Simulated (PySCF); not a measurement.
PBE on Co⁻ (cobalt, charge -1), [Ar] 3d8 4s2, high-spin 3F determinant. All numbers are calculated (PySCF 2.14, no relativity, point nucleus, in aug-cc-pVQZ (9s8p6d4f3g2h, 140 functions)).

```
cycle= 1 E= -1382.33338196312  delta_E= 0.178  |g|= 0.964  |ddm|= 1.78
cycle= 2 E= -1381.29600535104  delta_E= 1.04  |g|= 2.62  |ddm|= 1.42
cycle= 3 E= -1382.45435408119  delta_E= -1.16  |g|= 0.589  |ddm|= 0.754
cycle= 4 E= -1382.53326672674  delta_E= -0.0789  |g|= 0.263  |ddm|= 1.07
cycle= 5 E= -1382.55482374247  delta_E= -0.0216  |g|= 0.0806  |ddm|= 0.711
cycle= 6 E= -1382.55788706959  delta_E= -0.00306  |g|= 0.00539  |ddm|= 0.236
cycle= 7 E= -1382.55789367164  delta_E= -6.6e-06  |g|= 0.00136  |ddm|= 0.00604
cycle= 8 E= -1382.55789413179  delta_E= -4.6e-07  |g|= 8.65e-05  |ddm|= 0.000924
cycle= 9 E= -1382.55789413575  delta_E= -3.96e-09  |g|= 1.3e-05  |ddm|= 0.000296
cycle= 10 E= -1382.55789413581  delta_E= -6.14e-11  |g|= 2.07e-06  |ddm|= 3.2e-05
converged SCF energy = -1382.55789413581  <S^2> = 2.0221216  2S+1 = 3.0147117
```

Highest occupied orbital energy: 2.031 eV; ⟨L²⟩ = 12.04; populations by l: s 8.00, p 12.00, d 8.00, f 0.00.

**Question.** Can this result be used?

**Answer.** With care. The calculation finished and met its thresholds. At PBE the highest occupied level has a positive energy, so only the finite basis holds that electron; in a semilocal or global hybrid functional this comes from self-interaction and does not mean that the real anion is unbound.
